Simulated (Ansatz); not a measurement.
Al(SiH3)3 (AlH9Si3), SMILES [SiH3][Al]([SiH3])[SiH3]. Atoms are numbered in the order given.

```xyz
13

Al    -0.0024    -0.0014     0.0024
Si     2.3126    -0.4022    -0.7243
H      2.7032    -1.8363    -0.5256
H      3.2421     0.4284     0.1124
H      2.5593    -0.0503    -2.1591
Si    -0.7832    -0.8738     2.1648
H     -1.7778    -1.9726     1.9260
H     -1.4840     0.1916     2.9539
H      0.3140    -1.4337     3.0169
Si    -1.5279     1.2775    -1.4416
H     -2.8892     1.4810    -0.8511
H     -1.6988     0.5758    -2.7568
H     -0.9489     2.6300    -1.7360
```

Geometry: PBE0-D3(BJ)/def2-SVP. The structure was generated by enumeration; whether it is a known compound was not checked.

Two levels are set side by side: PBE-D3(BJ)/def2-SVP (Ansatz, a program for electronic structure) and PBE0-D3(BJ)/def2-SVP (Ansatz). Each level has its own optimised geometry; the coordinates shown are those of the second. Differences are taken from unrounded values.

```
quantity              PBE0-D3(BJ)
--------------------  -----------
mean bond length (Å)        1.739
bond Al1–Si2 (Å)            2.459
bond Al1–Si6 (Å)            2.459
bond Al1–Si10 (Å)           2.459
bond Si2–H3 (Å)             1.500
bond Si2–H4 (Å)             1.501
bond Si2–H5 (Å)             1.498
bond Si6–H7 (Å)             1.501
bond Si6–H8 (Å)             1.500
bond Si6–H9 (Å)             1.498
bond Si10–H11 (Å)           1.498
bond Si10–H12 (Å)           1.500
bond Si10–H13 (Å)           1.500
```

Problem. What does PBE-D3(BJ) give, and how far is it from PBE0-D3(BJ)? (The exact figures need the calculation; the answer reports its results.)

Solution. 
| quantity | PBE-D3(BJ) | PBE-D3(BJ) minus PBE0-D3(BJ) |
|---|---|---|
| mean bond length (Å) | 1.749 | 0.010 |
| bond Al1–Si2 (Å) | 2.466 | 0.006 |
| bond Al1–Si6 (Å) | 2.466 | 0.007 |
| bond Al1–Si10 (Å) | 2.466 | 0.007 |
| bond Si2–H3 (Å) | 1.510 | 0.011 |
| bond Si2–H4 (Å) | 1.512 | 0.011 |
| bond Si2–H5 (Å) | 1.508 | 0.010 |
| bond Si6–H7 (Å) | 1.512 | 0.011 |
| bond Si6–H8 (Å) | 1.510 | 0.011 |
| bond Si6–H9 (Å) | 1.508 | 0.010 |
| bond Si10–H11 (Å) | 1.508 | 0.010 |
| bond Si10–H12 (Å) | 1.511 | 0.011 |
| bond Si10–H13 (Å) | 1.511 | 0.011 |

Exact exchange shortens and stiffens bonds; PBE has none. Differences between two approximate levels are no errors against the true value.
